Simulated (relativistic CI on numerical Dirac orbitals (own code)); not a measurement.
## d1 to d9 in one octahedral field

Computed with a parametric ligand-field model without spin-orbit coupling, by exact diagonalisation: B = 820, C = 3640, 10Dq = 14200 cm⁻¹ (Oh; |10Dq|/B = 17.3) for every shell. Energies in cm⁻¹; the field energy is (0.6 n_e − 0.4 n_t2) × 10Dq of the ground term; g labels are left out.

| Shell | Ground term | Electrons in e | Field energy | First spin-allowed bands | Lowest term of other spin |
| --- | --- | --- | --- | --- | --- |
| d1 | 2T2 | 0.000 | -5680 | 2E 14200 |  |
| d2 | 3T1 | 0.045 | -10720 | 3T2 12809, 3T1 23718 | 1T2 12691 |
| d3 | 4A2 | 0.000 | -17040 | 4T2 14200, 4T1 21464 | 2E 16743 |
| d4 | 5E | 1.000 | -8520 | 5T2 14200 | 3T1 7129 |
| d5 | 6A1 | 2.000 | 0 | none | 4T1 15024 |
| d6 | 5T2 | 2.000 | -5680 | 5E 14200 | 1A1 2129 |
| d7 | ? | ? | ? | ? | ? |
| d8 | 3A2 | 2.000 | -17040 | 3T2 14200, 3T1 21464 | 1E 13566 |
| d9 | 2E | 3.000 | -8520 | 2T2 14200 |  |

Task: Fill in the row of d7.

Result: Ground term: 4T1; Electrons in e: 2.045; Field energy: -10720; First spin-allowed bands: 4T2 12809, 4T1 23718; Lowest term of other spin: 2E 2950. Every shell keeps the spin of the free ion. Only d4 to d7 can choose; the field needed to pair spins is smallest for d6 and largest for d5, which loses most exchange energy. In the strong-field picture 10Dq must exceed about 6B + 5C = 23120 (d4), 7.5B + 5C = 24350 (d5), 2.5B + 4C = 16610 (d6) and 4B + 4C = 17840 (d7); mixing of terms shifts these bounds somewhat. High-spin d^(n+5) repeats the spin-allowed bands of d^n, since the half-filled shell is spherical.
